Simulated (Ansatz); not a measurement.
Al₁₅P₁₅H₃₄, a nanocrystal cut from wurtzite AlP (hydrogen-capped), relaxed as a singlet with RKS PBE-D4/def2-SVP in Ansatz, starting from the GFN2-xTB geometry. Force threshold 0.03 eV/Å.

Single mean-field runs in def2-SVP are fitted with def2-universal-jkfit.

Start:

```xyz
64

Al    0.031   -5.026    1.131
P    -1.767   -4.150   -0.284
P     0.581   -3.080    2.291
Al   -1.118   -1.332    2.387
Al    1.203   -0.670    5.507
P    -0.504    0.237    4.033
Al   -1.457   -2.022   -1.381
P    -3.403   -1.356   -2.646
P    -0.948   -0.399    0.184
Al   -2.651    1.290    0.169
Al   -0.283    2.438    3.077
P    -2.143    3.036    1.665
Al   -3.383    0.804   -3.800
P    -2.463    2.127   -2.115
Al   -2.231    5.192    0.545
P     1.727   -4.994   -0.604
Al    2.828   -2.080    2.180
P     2.939   -0.434    3.845
Al    2.322   -2.989   -1.851
P     0.314   -2.346   -2.986
P     2.552   -1.395   -0.131
Al    1.318    0.703   -0.082
Al    3.662    1.426    2.482
P     1.615    2.297    1.595
Al    0.740   -0.289   -4.139
P    -1.397    0.340   -5.118
P     0.976    1.302   -2.416
Al   -0.340    3.339   -2.410
Al    2.057    4.165    0.165
P    -0.138    4.820   -0.604
H    -0.291   -6.410    1.700
H    -2.617   -3.674    0.711
H    -2.714   -4.992   -0.855
H     0.524   -3.492    3.622
H    -2.500   -2.042    2.571
H     0.892   -2.199    5.711
H     1.432    0.236    6.738
H    -1.724    0.281    4.713
H    -4.179   -1.010   -1.544
H    -4.237   -2.388   -3.058
H    -4.066    0.636    0.304
H    -0.141    3.481    4.210
H    -3.259    2.902    2.495
H    -4.659    1.049   -4.609
H    -3.372    3.180   -2.021
H    -3.407    5.140   -0.499
H    -2.153    6.361    1.554
H     2.021   -6.188   -1.245
H     2.858   -5.011    0.206
H     3.858   -3.248    2.193
H     4.152   -0.870    4.383
H     3.541   -3.253   -2.750
H    -0.129   -3.345   -3.859
H     3.840   -0.999   -0.492
H     4.484    2.430    3.325
H     4.406    0.713    1.258
H     1.834   -0.344   -5.218
H    -1.573   -0.056   -6.435
H    -1.042    1.648   -5.434
H     2.236    1.747   -2.818
H    -0.324    3.902   -3.862
H     2.769    5.356    0.852
H     2.738    3.563   -1.151
H     0.163    5.941   -1.381
```

(1) Estimate the energy that the relaxation releases and the steps that it takes.

(2) Does the start keep its bonding and symmetry?

(3) Predict the relaxed structure.

Answers

(1) 1.65 eV, in 8 steps; 58 s on 4 threads of AMD EPYC 7R13 on a shared host and a share (37 GiB) of an NVIDIA H100 80GB HBM3. The force fell under the threshold at step 7, but the optimiser went on. No frequencies were taken in this run, so the end may be a saddle point.

(2) By distances, no bond broke or formed. The bond that changes most is P9–Al22, from 2.53 to 2.38 Å (atoms count from 1). Point group Cs at the start, Cs at the end, both within 0.05 Å.

(3) 
Cartesian coordinates in Å:
```
Al -0.013 -4.944 1.113
P -1.846 -4.135 -0.279
P 0.496 -3.060 2.434
Al -1.231 -1.365 2.437
Al 1.306 -0.554 5.378
P -0.505 0.284 3.971
Al -1.497 -2.003 -1.331
P -3.449 -1.398 -2.596
P -1.027 -0.391 0.249
Al -2.770 1.264 0.211
Al -0.146 2.472 3.021
P -2.086 2.986 1.684
Al -3.355 0.766 -3.720
P -2.580 2.195 -2.014
Al -2.032 5.148 0.552
P 1.715 -4.926 -0.591
Al 2.776 -2.284 2.167
P 3.054 -0.506 3.692
Al 2.343 -2.895 -1.781
P 0.280 -2.267 -2.872
P 2.606 -1.304 -0.046
Al 1.118 0.575 -0.094
Al 3.717 1.526 2.506
P 1.628 2.199 1.472
Al 0.774 -0.215 -4.049
P -1.372 0.348 -5.055
P 1.019 1.407 -2.340
Al -0.490 3.294 -2.555
Al 2.141 4.218 0.227
P -0.027 4.757 -0.763
H -0.309 -6.393 1.706
H -3.022 -4.038 0.529
H -2.285 -5.111 -1.230
H 0.472 -3.603 3.761
H -2.674 -2.052 2.602
H 0.974 -2.096 5.726
H 1.616 0.506 6.540
H -1.638 0.414 4.841
H -4.566 -1.400 -1.704
H -3.839 -2.457 -3.476
H -4.203 0.560 0.391
H 0.085 3.569 4.157
H -3.187 3.061 2.601
H -4.662 1.043 -4.588
H -3.544 3.257 -2.046
H -3.298 5.201 -0.451
H -1.782 6.310 1.627
H 1.503 -5.992 -1.523
H 2.894 -5.424 0.050
H 3.774 -3.543 2.125
H 4.231 -0.949 4.385
H 3.520 -3.179 -2.818
H -0.060 -3.278 -3.830
H 3.908 -0.754 -0.280
H 4.174 2.620 3.585
H 4.708 1.043 1.324
H 1.897 -0.407 -5.164
H -1.671 -0.570 -6.112
H -1.178 1.530 -5.837
H 2.313 1.970 -2.586
H -0.519 3.791 -4.083
H 2.549 5.397 1.235
H 3.097 3.795 -1.006
H 0.173 5.983 -1.483
```
Bond lengths (bridged metal pairs left out): 43 × Al–P 2.31 to 2.44 Å; 17 × H–P 1.43 to 1.44 Å; 17 × Al–H 1.59 to 1.62 Å.
